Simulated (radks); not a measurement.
Values are calculated unless marked as measured or tabulated.
Q: All-electron atom: Ti14+ in [He] 2s2 2p4. Level of theory: scalar-relativistic Kohn-Sham, LDA (Slater exchange, Perdew-Wang correlation), spin-polarised, spherical densities, point nucleus; open shells are filled with parallel spins first (a radial shooting solver on a logarithmic mesh with Libxc functionals). Some entries of the table are withheld. Estimate them.

orbital  occ.  eigenvalue (hartree)  r(max) (bohr)
1s up       1                   (1)        0.04562
1s down     1                   (2)        0.04559
2s up       1             -36.55186         0.2612
2s down     1             -36.08848         0.2621
2p up       3             -33.73093         0.2098
2p down     1             -33.18133         0.2108

A: 
(1) 1s up eigenvalue (hartree): -198.4226
(2) 1s down eigenvalue (hartree): -198.1144
